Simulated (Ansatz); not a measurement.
```yaml
crystal:
  periodic: [false, false, false]
  atoms:
    - {symbol: N, position_ang: [-2.207822, -1.181199, 1.563203]}
    - {symbol: C, position_ang: [-1.521091, -0.447473, 1.000267]}
    - {symbol: Si, position_ang: [1.044011, -0.354496, -0.480751]}
    - {symbol: C, position_ang: [1.044011, -0.404496, -0.530751]}
    - {symbol: F, position_ang: [1.944643, 0.387060, -1.229960]}
    - {symbol: H, position_ang: [-1.135812, 1.276703, -1.038815]}
    - {symbol: H, position_ang: [0.091466, 1.715661, 1.028725]}
    - {symbol: H, position_ang: [0.681331, -1.194388, -1.195842]}
    - {symbol: H, position_ang: [1.568741, -0.879035, 0.304286]}
basis:
  gaussian: {orbitals: cc-pVTZ}
hamiltonian: {xc: {name: SVWN5}}
```

```sh
$ ansatz run in.yaml --threads 2 --pin off --events-out ev --progress --plain --max-ram 4352MiB
```

Output, abridged:

```
Functional definition: SVWN5
1164 factors; their error is unknown
mean field evaluation 1: about -3031.5290 eV, gradient 2.5e2 eV
mean field evaluation 2: about -2708.5475 eV, gradient 3.6e2 eV
mean field evaluation 4: about -2752.3349 eV, gradient 2.8e2 eV
mean field evaluation 8: about -3116.0236 eV, gradient 6.3e0 eV
mean field evaluation 16: about -3115.1034 eV, gradient 2.7e-5 eV
a density is far from that of the atoms, so the factors are made again for it
1425 factors; integrals over basis functions are off by at most 9.9e-4 eV
mean field -3115.10313457 eV, -114.4779287029 hartree, gradient 6.8e-5 eV, S^2 0.000000; 0 other end points of the search recorded, 0 dependent functions left out
reference -3115.10317034 eV, -114.4779300172 hartree; 23, 23 occupied and 187, 187 virtual orbitals, 1425 factors
Total energy: -3115.10317034 eV, -114.4779300172 hartree
```

In this input one atom was put on top of another. Self-consistency was reached. The result belongs to that input, not to the molecule as meant.
